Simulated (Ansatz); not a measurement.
methylenecyclopropane (C4H6), singlet, geometry from GFN2-xTB; Ansatz (a quantum-chemistry and plane-wave program) with PBE0/STO-3G.

Input for Ansatz:
Ansatz 0.2 input:
```yaml
crystal:
  periodic: [false, false, false]
  atoms:
    - {symbol: C, position_ang: [-0.00129317, -0.00275161, 0.32081465]}
    - {symbol: C, position_ang: [0.00476049, -0.75084329, -0.93743343]}
    - {symbol: C, position_ang: [0.00274446, 0.76681235, -0.92442470]}
    - {symbol: C, position_ang: [-0.00656195, -0.01396254, 1.62791476]}
    - {symbol: H, position_ang: [-0.89706014, -1.26329903, -1.24208508]}
    - {symbol: H, position_ang: [0.91033734, -1.26096073, -1.23477960]}
    - {symbol: H, position_ang: [0.90695617, 1.28435584, -1.21296218]}
    - {symbol: H, position_ang: [-0.90044131, 1.28201754, -1.22026766]}
    - {symbol: H, position_ang: [-0.00762667, -0.93636207, 2.18656861]}
    - {symbol: H, position_ang: [-0.01006437, 0.89871900, 2.20229818]}
basis:
  gaussian:
    orbitals: STO-3G
    nuclear_model: gaussian
hamiltonian:
  xc: pbe0
```

The log (banner, timings and long lists left out):

```
Functional definition: PBE0
358 factors; integrals over basis functions are off by at most 4.5e-5 eV
mean field evaluation 1: about -4187.4038 eV, gradient 6.1e0 eV
mean field evaluation 2: about -4187.4251 eV, gradient 6.4e0 eV
mean field evaluation 4: about -4187.5409 eV, gradient 4.4e-1 eV
mean field evaluation 8: about -4187.4611 eV, gradient 3.1e-3 eV
mean field -4187.46114810 eV, -153.8863588297 hartree, gradient 5.8e-5 eV, S^2 0.000000; 0 other end points of the search recorded, 0 dependent functions left out
reference -4187.46116607 eV, -153.8863594901 hartree; 15, 15 occupied and 11, 11 virtual orbitals, 358 factors
Total energy: -4187.46116607 eV, -153.8863594901 hartree
```
